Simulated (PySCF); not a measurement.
**AlSb: from constants to spectrum**

UHF-CCSD(T) constants of AlSb, ³Σ⁻ (triplet), unpaired electrons π ↑↑ (PySCF, scalar-relativistic core potentials, basis sets Al cc-pV(D+d)Z, Sb cc-pVDZ-PP with ECP28; masses 26.9815 and 120.9038 u):

* ωe: 248.4 cm⁻¹
* ωexe: 0.909 cm⁻¹
* Be: 0.098514 cm⁻¹
* αe: 0.000509 cm⁻¹
* D (centrifugal): 6.2e-08 cm⁻¹
* De to Al + Sb: 1.39 eV

Task: Give the vibrational terms G(v) and spacings up to v = 6.

Result: G(v) = ωe(v+½) − ωexe(v+½)².

```json
{"v": "0", "G(v) (cm⁻¹)": "124.0", "G(v) − G(v−1)": "", "Bv (cm⁻¹)": "0.09826"}
{"v": "1", "G(v) (cm⁻¹)": "370.6", "G(v) − G(v−1)": "246.6", "Bv (cm⁻¹)": "0.09775"}
{"v": "2", "G(v) (cm⁻¹)": "615.3", "G(v) − G(v−1)": "244.8", "Bv (cm⁻¹)": "0.09724"}
{"v": "3", "G(v) (cm⁻¹)": "858.3", "G(v) − G(v−1)": "242.9", "Bv (cm⁻¹)": "0.09673"}
{"v": "4", "G(v) (cm⁻¹)": "1099.4", "G(v) − G(v−1)": "241.1", "Bv (cm⁻¹)": "0.09622"}
{"v": "5", "G(v) (cm⁻¹)": "1338.7", "G(v) − G(v−1)": "239.3", "Bv (cm⁻¹)": "0.09571"}
{"v": "6", "G(v) (cm⁻¹)": "1576.2", "G(v) − G(v−1)": "237.5", "Bv (cm⁻¹)": "0.09521"}
```

Task: How well does the Morse estimate ωe²/(4ωexe) reproduce De, and what is D0?

Result: It gives 2.10 eV, 151 % of the computed De. D0 = De − G(0) = 1.39 − 0.02 = 1.37 eV.

Correlated steps freeze 9 core orbitals. Correlated levels converge slowly with the basis: in double zeta they bind strong bonds too weakly, by up to about 1 eV, and carry superposition errors of some tenths. Spin–orbit coupling is left out, which matters for elements this heavy, above all for dissociation energies. The state was picked by a PBE0 search and need not be the measured ground state.
